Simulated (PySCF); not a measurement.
Deuteron quadrupole couplings in `CNC(=O)CC(F)F`

Species: C4H7F2NO.
Z-matrix (Å and degrees, GFN2-xTB geometry), rows numbered from 1:
```
C 
N   1  1.4432
C   2  1.3457  1  122.38
O   3  1.2102  2  124.16  1    -2.52
C   3  1.5327  2  113.62  1   177.26
C   5  1.5195  3  109.91  2   -80.45
F   6  1.3606  5  110.64  3    65.32
F   6  1.3543  5  110.86  3  -177.80
H   1  1.0885  2  107.54  3     5.62
H   1  1.0909  2  110.28  3   125.00
H   1  1.0913  2  110.84  3  -113.89
H   2  1.0079  1  117.30  3   172.17
H   5  1.0913  3  111.17  2    40.37
H   5  1.0900  3  108.79  2   161.14
H   6  1.0996  5  113.55  3   -55.92
```

Level: PBE0/pcSseg-1 (PySCF, non-relativistic); Q(2H) = 0.00286 b; rigid geometry, the same for H and D, with no vibrational averaging.

Problem. Rank these positions by the coupling χzz of a deuteron there, largest first.
A. H14 (methylene hydrogen)
B. H15 (methine hydrogen)
C. H12 (amide N–H hydrogen)

Solution. C (271 kHz), A (202 kHz), B (179 kHz).

Problem. Give the electric field gradient Vzz (the principal value of largest size), its asymmetry and the 2H coupling at each hydrogen.

Solution. 
```
atom  bonded to  bond length (Å)  Vzz (au)     η  χzz (kHz)
  H9         C1            1.088    0.2983  0.05        200
 H10         C1            1.091    0.3038  0.06        204
 H11         C1            1.091    0.3027  0.06        203
 H12         N2            1.008    0.4037  0.21        271
 H13         C5            1.091    0.3013  0.01        202
 H14         C5            1.090    0.3011  0.03        202
 H15         C6            1.100    0.2669  0.04        179
```

Problem. Average by the element that carries the hydrogen.

Solution. on C: 199 kHz over 6 positions, mean bond length 1.092 Å; on N: 271 kHz over 1 position, mean bond length 1.008 Å.

The structure is a single GFN2-xTB conformer in the gas phase; no vibrational or solvent corrections. GFN2-xTB bond lengths can be off by several hundredths of an ångström, more for odd bonds, and the gradients follow them. The basis is small and wasn't made for field gradients, so the couplings can be 20 % off.
